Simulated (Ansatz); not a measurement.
Species: MgCl$_{2}$, charge 0, triplet. This triplet is an excited state, 4.1 eV above the singlet at CCSD(T)/def2-QZVPP (Ansatz, a quantum-chemistry and plane-wave program). MgCl2 (parent SMILES [Cl][Mg][Cl], triplet).
B3LYP-D3(BJ)/def2-TZVP minimum from Ansatz:
```xyz
3

Mg     0.7686     0.7465     1.0083
Cl     0.6906    -0.0195    -1.2697
Cl    -1.2331    -0.5074     0.5579
```
Charge 0, spin multiplicity 3.

Total energies in def2-TZVPP, 16 correlated electrons, 15 frozen orbitals. UHF or UKS for unpaired electrons; spin-orbit terms are left out. Correlated methods leave the cores frozen. No relativity. The spin of Cl2Mg (parent SMILES [Cl][Mg][Cl], triplet) was assumed, and the state is the lowest solution found for it.

```tsv
method	program	energy (Eh)	minus CCSDT(Q) (mEh)
HF	Ansatz	-1118.66433	447.69
MP2	Ansatz	-1119.05520	56.82
CCSD	Ansatz	-1119.09084	21.17
CCSD(T)	Ansatz	-1119.10961	2.40
CCSDT(Q)	Ansatz	-1119.11202	0.00
```

Rough core times of Ansatz's runs on a shared machine: CCSD(T) 80 s, CCSDT(Q) 50 min.
